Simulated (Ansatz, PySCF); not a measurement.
Ti(OH)2(H)2 (H4O2Ti), SMILES [OH][TiH2][OH], multiplicity 1. Atoms are numbered in the order given.

```xyz
7

Ti     0.0000     0.0000    -0.4067
O     -1.5342     0.0000     0.4797
H     -2.1167     0.0000     1.2395
O      1.5342     0.0000     0.4797
H      2.1167     0.0000     1.2395
H      0.0000    -1.3812    -1.3978
H      0.0000     1.3812    -1.3978
```
Charge 0, spin multiplicity 1.

The structure is a stationary point at B3LYP-D3(BJ)/def2-TZVP. The multiplicity is an assumed one; other spin states were not compared. Other conformers were not sampled.

Two levels are set side by side: PBE-D3(BJ)/def2-TZVP (Ansatz, an electronic-structure program) and B3LYP-D3(BJ)/def2-TZVP (Ansatz). Each level has its own optimised geometry; the coordinates shown are those of the second. Frequencies come from the Hessian of PySCF at each geometry. Differences are taken from unrounded values.

| quantity | B3LYP-D3(BJ) |
|---|---|
| mean bond length (Å) | 1.476 |
| bond Ti1–O2 (Å) | 1.772 |
| bond Ti1–O4 (Å) | 1.772 |
| bond Ti1–H6 (Å) | 1.700 |
| bond Ti1–H7 (Å) | 1.700 |
| bond O2–H3 (Å) | 0.957 |
| bond O4–H5 (Å) | 0.957 |
| highest harmonic wavenumber (cm⁻¹) | 3920 |
| mean harmonic wavenumber (cm⁻¹) | 1090 |
| zero-point energy (kcal/mol) | 23.38 |

### Question
What does PBE-D3(BJ) give, and how far is it from B3LYP-D3(BJ)? (Estimate from the structure and the level; the computed values follow.)

### Answer

| quantity | PBE-D3(BJ) | PBE-D3(BJ) minus B3LYP-D3(BJ) |
|---|---|---|
| mean bond length (Å) | 1.486 | 0.010 |
| bond Ti1–O2 (Å) | 1.776 | 0.004 |
| bond Ti1–O4 (Å) | 1.776 | 0.004 |
| bond Ti1–H6 (Å) | 1.717 | 0.017 |
| bond Ti1–H7 (Å) | 1.717 | 0.017 |
| bond O2–H3 (Å) | 0.966 | 0.009 |
| bond O4–H5 (Å) | 0.966 | 0.009 |
| highest harmonic wavenumber (cm⁻¹) | 3816 | -104 |
| mean harmonic wavenumber (cm⁻¹) | 1057 | -33 |
| zero-point energy (kcal/mol) | 22.66 | -0.72 |

GGA bonds tend to be longer and softer than those of functionals with exact exchange. Differences between two approximate levels are no errors against the true value.
